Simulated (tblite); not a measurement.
Species: C₅H₁₄B₂Si.
SMILES with atom numbers: `[CH2:1]=[CH:2][SiH2:3][CH2:4][BH:5][B:6]([CH3:7])[CH3:8]` (hydrogens: H9, H10 on C1; H11 on C2; H12, H13 on Si3; H14, H15 on C4; H16 on B5; H17, H18, H19 on C7; H20, H21, H22 on C8)

Computed with GFN2-xTB (tblite), gas phase: L-BFGS steps from a force-field or distance-geometry start until the largest atomic force falls under 0.01 eV/Å.

The end geometry, which sets the zero of energy:
```
atom  x, y, z in Å
C1      3.8836    0.8137   -0.1072
C2      3.4249   -0.4236   -0.0039
Si3     1.6456   -0.9294    0.3746
C4      0.5840    0.6290    0.6766
B5     -0.8667    0.1769    1.0431
B6     -2.0578    0.0189   -0.0736
C7     -2.3338   -1.3453   -0.8378
C8     -3.0210    1.2223   -0.4587
H9      3.2420    1.6702    0.0272
H10     4.9165    1.0383   -0.3294
H11     4.1241   -1.2383   -0.1522
H12     1.6658   -1.8014    1.5606
H13     1.1424   -1.7024   -0.7728
H14     0.6415    1.2338   -0.2287
H15     1.0710    1.1860    1.4778
H16    -1.0445   -0.0706    2.1827
H17    -1.4997   -2.0436   -0.8315
H18    -2.6462   -1.1967   -1.8704
H19    -3.1655   -1.8439   -0.3376
H20    -3.9698    0.9077   -0.8892
H21    -3.2311    1.8982    0.3680
H22    -2.5159    1.8196   -1.2193
```

Question: These geometries come from the run, each turned onto the end geometry. Order them by energy, lowest first.
A.
```
atom  x, y, z in Å
C1      4.0354    0.6321   -0.2449
C2      3.4862   -0.4157    0.3490
Si3     1.6525   -0.8700    0.3297
C4      0.5835    0.7057    0.5236
B5     -0.8387    0.2371    0.9711
B6     -2.0959    0.0326   -0.0602
C7     -2.2737   -1.2619   -0.9610
C8     -3.2273    1.1374   -0.2247
H9      3.4427    1.3556   -0.7818
H10     5.0983    0.8251   -0.2241
H11     4.1381   -1.1020    0.8760
H12     1.4437   -1.8156    1.4367
H13     1.3297   -1.5453   -0.9373
H14     0.6065    1.2409   -0.4258
H15     1.0830    1.3278    1.2667
H16    -0.9425   -0.0075    2.1217
H17    -1.4064   -1.9178   -0.9870
H18    -2.5316   -1.0010   -1.9871
H19    -3.1122   -1.8490   -0.5855
H20    -4.1750    0.7480   -0.5933
H21    -3.4190    1.6907    0.6927
H22    -2.8877    1.8720   -0.9562
```
B.
```
atom  x, y, z in Å
C1      4.1114    1.0147   -0.0290
C2      3.5802   -0.0199    0.6033
Si3     1.9751   -0.8749    0.0712
C4      0.4847    0.3165    0.1986
B5     -0.8012   -0.4332    0.7596
B6     -2.2703   -0.0721    0.0372
C7     -3.0573   -1.3581   -0.4823
C8     -2.7330    1.3854   -0.4348
H9      3.6274    1.4443   -0.8892
H10     5.0401    1.4961    0.2340
H11     4.0835   -0.4256    1.4717
H12     1.7556   -1.9659    1.0386
H13     2.0249   -1.4142   -1.3044
H14     0.2828    0.8633   -0.7275
H15     0.6872    1.1295    0.8986
H16    -0.5984   -1.3450    1.4990
H17    -2.3838   -2.2068   -0.6157
H18    -3.6580   -1.1779   -1.3763
H19    -3.7509   -1.6403    0.3161
H20    -3.4851    1.3704   -1.2305
H21    -3.0869    2.0350    0.3682
H22    -1.8385    1.8982   -0.8081
```
C.
```
atom  x, y, z in Å
C1      4.0759    0.9809   -0.0674
C2      3.5969   -0.0728    0.5758
Si3     1.9840   -0.9489    0.1237
C4      0.5929    0.3507    0.2916
B5     -0.7941   -0.2161    0.7513
B6     -2.1666   -0.1684   -0.1592
C7     -3.0412   -1.3898   -0.6646
C8     -2.7946    1.2720   -0.4148
H9      3.5814    1.3761   -0.9408
H10     4.9757    1.5002    0.2306
H11     4.1376   -0.4297    1.4444
H12     1.8220   -2.0861    1.0404
H13     2.0450   -1.4342   -1.2646
H14     0.5691    0.8880   -0.6580
H15     0.9332    1.0530    1.0557
H16    -0.8238   -0.5253    1.8867
H17    -2.5026   -2.3168   -0.8477
H18    -3.6413   -1.1646   -1.5450
H19    -3.7516   -1.6021    0.1384
H20    -3.6674    1.2787   -1.0652
H21    -3.0841    1.7276    0.5319
H22    -2.0571    1.9469   -0.8451
```
D.
```
atom  x, y, z in Å
C1      3.8627    0.7874   -0.2083
C2      3.4106   -0.4258    0.0692
Si3     1.6074   -0.9141    0.3462
C4      0.5677    0.6418    0.7324
B5     -0.8832    0.1809    1.0839
B6     -2.0505    0.0234   -0.0575
C7     -2.2886   -1.3439   -0.8277
C8     -3.0039    1.2265   -0.4663
H9      3.2032    1.6377   -0.2799
H10     4.9097    0.9963   -0.3724
H11     4.1295   -1.2345    0.1275
H12     1.5624   -1.8823    1.4541
H13     1.1246   -1.5824   -0.8739
H14     0.6221    1.2829   -0.1473
H15     1.0682    1.1600    1.5510
H16    -1.0682   -0.0800    2.2193
H17    -1.4049   -1.9734   -0.9024
H18    -2.7002   -1.2149   -1.8277
H19    -3.0277   -1.9160   -0.2640
H20    -3.8949    0.9242   -1.0138
H21    -3.3177    1.8361    0.3791
H22    -2.4389    1.8895   -1.1234
```
E.
```
atom  x, y, z in Å
C1      3.8727    0.8121   -0.1367
C2      3.4190   -0.4208    0.0156
Si3     1.6329   -0.9238    0.3683
C4      0.5776    0.6370    0.6987
B5     -0.8714    0.1747    1.0517
B6     -2.0525    0.0136   -0.0709
C7     -2.3273   -1.3528   -0.8274
C8     -3.0008    1.2251   -0.4683
H9      3.2192    1.6632   -0.0672
H10     4.9098    1.0330   -0.3378
H11     4.1242   -1.2357   -0.0717
H12     1.6583   -1.8437    1.5183
H13     1.1114   -1.6532   -0.8010
H14     0.6399    1.2537   -0.1982
H15     1.0630    1.1828    1.5074
H16    -1.0569   -0.0745    2.1886
H17    -1.4781   -2.0311   -0.8550
H18    -2.6827   -1.2109   -1.8467
H19    -3.1283   -1.8794   -0.3036
H20    -3.9317    0.9251   -0.9482
H21    -3.2423    1.8755    0.3703
H22    -2.4664    1.8493   -1.1880
```

Answer: E (0.003 eV), D (0.007 eV), A (0.035 eV), C (0.161 eV), B (0.498 eV).

In the order of the answer:

| step | E above end (eV) | largest force (eV/Å) | rms force component (eV/Å) | rms distance from end (Å) | rms bond change (Å) | bond most changed (Å) |
| --- | --- | --- | --- | --- | --- | --- |
| 172 | 0.003 | 0.11 | 0.032 | 0.046 | 0.002 | C1–H9 -0.003 |
| 161 | 0.007 | 0.04 | 0.010 | 0.132 | 0.000 | Si3–C4 +0.001 |
| 103 | 0.035 | 0.04 | 0.013 | 0.390 | 0.001 | Si3–C4 +0.004 |
| 48 | 0.161 | 0.15 | 0.034 | 0.757 | 0.002 | B5–B6 +0.007 |
| 9 | 0.498 | 0.51 | 0.151 | 0.860 | 0.011 | B5–B6 +0.036 |

What follows is the cost of the whole relaxation. The run took 2.6 s on an Arm Neoverse N1 with one thread, shared host with 64 logical CPUs at a one-minute load of 43.
